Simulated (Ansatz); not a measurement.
The pair A = H2O (SMILES O) (first 3 atoms), B = Si2H6 (SMILES [SiH3][SiH3]); geometry from B3LYP-D3(BJ)/def2-TZVP.
(charge 0, multiplicity 1):
```xyz
11

O      0.769     0.688     0.747
H      1.574     0.167     0.656
H      0.170     0.358     0.068
Si    -0.414    -1.203     2.980
Si    -0.403     1.052     3.634
H      0.959    -1.687     2.690
H     -1.243    -1.407     1.765
H     -0.973    -2.073     4.048
H      0.979     1.585     3.661
H     -0.968     1.181     5.003
H     -1.235     1.869     2.721
```

Frozen-core correlation. MP2 and its Hartree–Fock in aug-cc-pV(T+d)Z are density fitted.

The values were computed with Ansatz (Gaussian orbitals). 

The counterpoise-corrected interaction energy is E(AB) − E(A in the pair's basis) − E(B in the pair's basis). Total energies (hartree):

| level | AB | A in the pair's basis | B in the pair's basis |
|---|---|---|---|
| HF/aug-cc-pV(D+d)Z | -657.3938533 | -76.0413897 | -581.3514051 |
| MP2/aug-cc-pV(D+d)Z | -657.8413906 | -76.2618034 | -581.5754860 |
| HF/aug-cc-pV(T+d)Z | -657.4362829 | -76.0602813 | -581.3749993 |
| MP2/aug-cc-pV(T+d)Z | -657.9783121 | -76.3293362 | -581.6442730 |
| CCSD(T)/aug-cc-pV(D+d)Z | -657.9149919 | -76.2748797 | -581.6360859 |

### Question
Work out the counterpoise-corrected interaction energy at the basis-set limit: extrapolate the MP2 correlation part as X⁻³, take Hartree–Fock from the larger set, and add the CCSD(T) − MP2 difference of aug-cc-pV(D+d)Z.

### Answer

1. Differences (1 hartree = 627.509 kcal/mol): HF/aug-cc-pV(D+d)Z -0.664; MP2/aug-cc-pV(D+d)Z -2.573; HF/aug-cc-pV(T+d)Z -0.629; MP2/aug-cc-pV(T+d)Z -2.951; CCSD(T)/aug-cc-pV(D+d)Z -2.526.
2. Correlation parts, MP2 less HF: -1.909 in aug-cc-pV(D+d)Z (X = 2), -2.322 in aug-cc-pV(T+d)Z (X = 3).
3. Limit (3³·(-2.322) − 2³·(-1.909))/(3³ − 2³) = -2.496; with HF/aug-cc-pV(T+d)Z it gives -3.125.
4. CCSD(T) less MP2 in aug-cc-pV(D+d)Z: 0.047.
Result: -3.08 kcal/mol, against -2.57 at MP2/aug-cc-pV(D+d)Z. It is an estimate of this method's limit, not of the exact value.

Ansatz is a quantum-chemistry and plane-wave program.
